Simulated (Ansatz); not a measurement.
Relaxation of H8OSi3 (12 atoms, charge 0, multiplicity 1), to a largest force component of 0.02 eV/Å in at most 40 steps.

The calculation used RHF/6-31G (Ansatz).

```xyz
12
Properties=species:S:1:pos:R:3
Si 0.000 0.000 0.000
O 0.000 0.000 1.680
H -0.909 -0.281 2.017
H 1.377 0.000 -0.486
Si -1.046 1.812 -0.739
H -2.430 1.478 -1.061
H -1.022 2.844 0.293
H -0.374 2.307 -1.937
Si -1.046 -1.812 -0.739
H -1.703 -2.485 0.377
H -2.045 -1.427 -1.731
H -0.078 -2.717 -1.351
```

Where does it end, and by what steps?

The forces met the threshold. The force dipped under the threshold on the way, but the program's further checks kept it going. Limits of this set-up: no polarisation functions. After 22 steps the energy has fallen by 0.890 eV; H11 moved furthest, 1.30 Å.

```
step  energy less start (eV)  largest force component (eV/Å)  accepted
   0                  0.0000                           2.951       yes
   1                 -0.7142                           1.449       yes
   2                 -0.7836                           0.539       yes
   3                 -0.8269                           0.266       yes
   4                 -0.8452                           0.298       yes
   5                 -0.8613                           0.061       yes
   6                 -0.8596                           0.272        no
   7                 -0.8671                           0.039       yes
   8                 -0.8703                           0.083       yes
   9                 -0.8707                           0.214       yes
  10                 -0.8760                           0.108       yes
  11                 -0.8819                           0.022       yes
  12                 -0.8818                           0.206        no
  13                 -0.8823                           0.108       yes
  14                 -0.8857                           0.098       yes
  15                 -0.8867                           0.055       yes
  16                 -0.8876                           0.042       yes
  17                 -0.8885                           0.038       yes
  18                 -0.8887                           0.066       yes
  19                 -0.8891                           0.042       yes
  20                 -0.8895                           0.049       yes
  21                 -0.8896                           0.005       yes
  22                 -0.8896                           0.019       yes
```

```xyz
12
Properties=species:S:1:pos:R:3
Si -0.015 -0.003 -0.004
O 0.085 -0.132 1.711
H -0.610 -0.224 2.345
H 1.396 0.117 -0.461
Si -1.202 1.966 -0.621
H -2.614 1.895 -0.134
H -0.555 3.183 -0.050
H -1.225 2.078 -2.112
Si -0.973 -1.976 -0.931
H -2.368 -2.161 -0.425
H -1.028 -1.843 -2.419
H -0.167 -3.181 -0.578
```

Whether the end is a true minimum wasn't checked by a vibrational analysis.

The run took 26 s on 1 thread of Intel(R) Xeon(R) 6975P-C (Granite Rapids), on a shared host, peak memory 0.14 GiB.
